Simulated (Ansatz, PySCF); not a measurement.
System: sum formula H4SiNO3 (charge -1, singlet). It need not be the lowest isomer of its formula. Whether it binds its extra electron was not tested at this geometry. 
Geometry from a B3LYP-D3(BJ)/def2-TZVP (Ansatz, an electronic-structure program) optimisation:
```xyz
9

Si    -0.0835    -0.1005    -0.0009
O      1.3608    -0.2427    -0.8737
O      0.4162     0.7322     1.4025
O     -0.9632     1.1632    -0.7015
N     -0.7445    -1.5947     0.0900
H      1.3201    -1.1136    -1.2818
H      0.8697     0.1191     1.9865
H     -0.6321     2.0111    -0.3911
H     -1.6884    -1.6695     0.4508
```
Charge -1, spin multiplicity 1.

Total electronic energies in hartree. Correlated levels leave the core frozen unless marked. Spin-orbit coupling is left out. Non-relativistic unless marked X2C. CBS marks a two-point X^-3 extrapolation of the correlation energy; Hartree-Fock from the larger set. [CCSD(T)-MP2]/basis is that difference in the basis named.

```
level                                                                             program  energy (Eh)
-------------------------------------------------------------------------  --------------  -----------
HF/cc-pV(T+d)Z                                                                     Ansatz   -570.59918
HF/cc-pVTZ                                                                         Ansatz   -570.59062
HF/cc-pwCVTZ                                                                       Ansatz   -570.60295
HF/def2-TZVPD                                                                       PySCF   -570.61486
RI-HF/aug-cc-pV(T+d)Z                                                              Ansatz   -570.61556
BLYP-D3(BJ)/def2-TZVPD                                                     Ansatz + dftd3   -572.62674
PBE0/STO-3G                                                                        Ansatz   -564.54870
PBE0/def2-TZVPD                                                                    Ansatz   -572.23711
PBE0/def2-TZVPD                                                                     PySCF   -572.23716
r2SCANh-D4/def2-TZVPD                                                      Ansatz + dftd4   -572.48469
r2SCAN0-D4/def2-TZVPD                                                      Ansatz + dftd4   -572.45602
B2PLYP-D4/def2-TZVPD                                                       Ansatz + dftd4   -572.37091
PBE-QIDH/def2-TZVPD                                                                Ansatz   -572.11930
MP2/aug-cc-pV(T+d)Z                                                                Ansatz   -571.71863
MP2/cc-pVTZ                                                                        Ansatz   -571.66191
RI-MP2/cc-pV(T+d)Z                                                                 Ansatz   -571.67076
RI-MP2/CBS(aug-cc-pV(T+d)Z,aug-cc-pV(Q+d)Z)                                        Ansatz    -571.8646
SCS-MP2/aug-cc-pV(D+d)Z                                                            Ansatz   -571.40048
SCS-MP2/aug-cc-pV(T+d)Z                                                            Ansatz   -571.69419
CCSD/6-31G                                                                         Ansatz   -570.77960
CCSD/aug-cc-pV(D+d)Z                                                               Ansatz   -571.44768
X2C-CCSD(T)/cc-pVTZ-DK                                                             Ansatz   -572.49819
RI-MP2/CBS(aug-cc-pV(T+d)Z,aug-cc-pV(Q+d)Z)+[CCSD(T)-MP2]/aug-cc-pV(T+d)Z          Ansatz    -571.9154
```

Totals of different functionals don't rank their quality; only differences between species are comparable.
